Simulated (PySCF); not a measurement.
Li(OH) (HLiO), SMILES [Li][OH]. Atoms are numbered in the order given.

```xyz
3

Li     0.0000     0.0000     1.2649
O      0.0000     0.0000    -0.3159
H      0.0000     0.0000    -1.2677
```

The structure is a stationary point at B3LYP-D3(BJ)/def2-TZVPD. The isomer is the one that the SMILES or the coordinates give; other isomers of the formula were not compared.

Calculation: TDA-PBE0/def2-TZVPD (PySCF 2.14.0).

Vertical excitations; the highest root listed may be one member of a degenerate set. Gas-phase values at a fixed geometry. State labels are in the subgroup C2v.

Computed lowest excited states:
```
state  symmetry  energy (eV)  λ (nm)      f                                   main pairs
-----  --------  -----------  ------  -----  -------------------------------------------
S1           B1         4.18     297  0.029                   HOMO→LUMO (degenerate set)
S2           B2         4.18     297  0.029                 HOMO−1→LUMO (degenerate set)
S3           A1         5.76     215  0.000  HOMO→LUMO+1, HOMO−1→LUMO+2 (degenerate set)
S4           A2         5.76     215  0.000  HOMO→LUMO+2, HOMO−1→LUMO+1 (degenerate set)
S5           A2         5.80     214  0.000         HOMO−1→LUMO+1 48 %, HOMO→LUMO+2 48 %
S6           B1         5.90     210  0.049                 HOMO→LUMO+3 (degenerate set)
S7           B2         5.90     210  0.049               HOMO−1→LUMO+3 (degenerate set)
S8           A1         6.21     200  0.042         HOMO−1→LUMO+2 49 %, HOMO→LUMO+1 49 %
S9           B1         7.11     174  0.000                 HOMO→LUMO+4 (degenerate set)
S10          B2         7.11     174  0.000               HOMO−1→LUMO+4 (degenerate set)
T1           B1         4.08     304      0                   HOMO→LUMO (degenerate set)
T2           B2         4.08     304      0                 HOMO−1→LUMO (degenerate set)
T3           A1         5.46     227      0         HOMO→LUMO+1 46 %, HOMO−1→LUMO+2 46 %
T4           A1         5.62     221      0         HOMO−1→LUMO+2 47 %, HOMO→LUMO+1 47 %
```
Triplets are in the Tamm–Dancoff approximation.
